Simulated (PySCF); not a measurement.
**Electron correlation in Al⁺ (aluminium, charge +1)**

[Ne] 3s2, closed-shell 1S. Computed with PySCF 2.14 in ANO-RCC-VTZP, with scalar relativity by spin-free X2C-1e. Frozen: 1s2; 10 electrons correlated.

MP2 pair energies summed by pair of shells (mhartree):

```
 pair   energy  share (%)
2p-2p  -159.57       67.3
2s-2p   -28.79       12.1
3s-3s   -26.48       11.2
2p-3s   -14.38        6.1
2s-2s    -6.79        2.9
2s-3s    -1.15        0.5
```

Total MP2 correlation energy: -237.16 mhartree.

Same-spin part -62.60 and opposite-spin part -174.56 mhartree; SCS-MP2 scales them by 1/3 and 6/5 to -230.34 mhartree.

MP2 falls well short for the outer s pair, which is nearly degenerate with np².
